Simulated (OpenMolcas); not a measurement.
## Si III: effect of the level shift or regulariser

```json
{
 "Program": "OpenMolcas 26.06",
 "Basis": "ANO-RCC-VDZP [4s3p1d]",
 "Scalar Hamiltonian": "DKH2, point nucleus",
 "Active space": "2 electrons in 4 orbitals (3s 3p)",
 "State averaging": "2S+1 = 3 even, 3 roots; 2S+1 = 1 even, 7 roots; 2S+1 = 3 odd, 3 roots; 2S+1 = 1 odd, 3 roots",
 "Spin-orbit coupling": "RASSI with atomic mean-field integrals over the reference wave functions, term energies averaged over their components"
}
```

Methods on the same reference wave functions:
A. CASSCF
B. MS-CASPT2, IPEA 0.25 Eh, imaginary shift 0.1 Eh (closed shells correlated: 2s 2p)
C. MS-CASPT2, IPEA 0.25 Eh, imaginary shift 0.3 Eh (closed shells correlated: 2s 2p)

Energies in cm⁻¹ above 3s² ¹S₀, the measured ground level; measured values from NIST levels in Kelleher and Podobedova, J. Phys. Chem. Ref. Data 37, 1285 (2008).

| Level | A | B | C | Measured |
| --- | --- | --- | --- | --- |
| 3s² ¹S₀ | 0.0 | 0.0 | 0.0 | 0.0 |
| 3s 3p ³P°₀ | 51670 | 51590 | 51590 | 52725 |
| 3s 3p ³P°₁ | 51776 | 51700 | 51700 | 52853 |
| 3s 3p ³P°₂ | 51989 | 51910 | 51910 | 53115 |
| 3s 3p ¹P°₁ | 92947 | 86900 | 86940 | 82884 |
| 3p² ³P₀ | 129336 | 129100 | 129090 | 129708 |
| 3p² ³P₁ | 129441 | 129200 | 129200 | 129842 |
| 3p² ³P₂ | 129646 | 129400 | 129400 | 130101 |
| 3p² ¹D₂ | 140611 | 131620 | 132280 | 122215 |
| 3p² ¹S₀ | 165303 | 157200 | 157270 | 153444 |

Deviations, from unrounded energies. A percentage is the sum of absolute deviations over the sum of measured energies, with the sign that they share, or ± where signs differ.

```tsv
Against measurement	Levels	A	B	C
mean absolute deviation (cm-1)	9	5000	2500	2600
other configurations (%)	9	±4.9	±2.5	±2.6
```

B, C lie about equally close to measurement and A furthest from it. The largest miss of B in the table is 3p² ¹D₂, by +9400 cm-1. The ranking rests on the paired levels alone, and a cruder setting can come out closer through cancelling errors.

Between B and C the level of the table that moves most is 3p² ¹D₂, by 660 cm-1 (lowest in B, highest in C). Moves below CASPT2's spread within the term are not significant.

The mean deviations of B to C differ by less than CASPT2's widest spread within a term (420 cm-1), so their order carries little weight.

The lowest spin-free term lies below A's lowest term by 0.009 hartree in B, 0.009 hartree in C.

CASPT2 breaks the degeneracy within a term, and the mean is taken; among the terms shown or strongly mixed into the levels shown the widest spread is 420 cm-1 (3p² ¹D, B). Over all roots computed the reference weight is 0.92 to 1.00 in B; the roots of lowest weight are the least certain, and an intruder state may touch them. The ¹D term of p² mixes with s d, which this space lacks. Measured partners are found by configuration, term and J. A level has none where our copy of the source lacks it or the pairing is in doubt (some pairs that miss far off the trend of their configuration count as doubtful), and it then counts in no deviation. Levels of configurations outside the active space are missing.

° marks odd parity.
